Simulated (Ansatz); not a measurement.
C3 (SMILES [C]=C=[C]) moved off its minimum; all values from Ansatz (an electronic-structure program), cores frozen in correlated methods.
(charge 0, multiplicity 1)
```xyz
3

C     -0.02463    -0.07043    -1.35409
C     -0.12784     0.05141    -0.04861
C      0.00589     0.01639     1.30776
```

Q: Give the forces (eV/Å), the total energy and the dipole at CCSD(T)/aug-cc-pVTZ.

A: 
```tsv
atom	Fx	Fy	Fz
C1	-0.054	0.066	0.746
C2	0.367	-0.146	2.477
C3	-0.313	0.080	-3.223
```
Energy -113.8346 hartree, dipole 0.35 D.

Doubts at one or more of the structures used: a restricted determinant that unrestricted orbitals would lower (CCSD(T)/aug-cc-pVTZ).
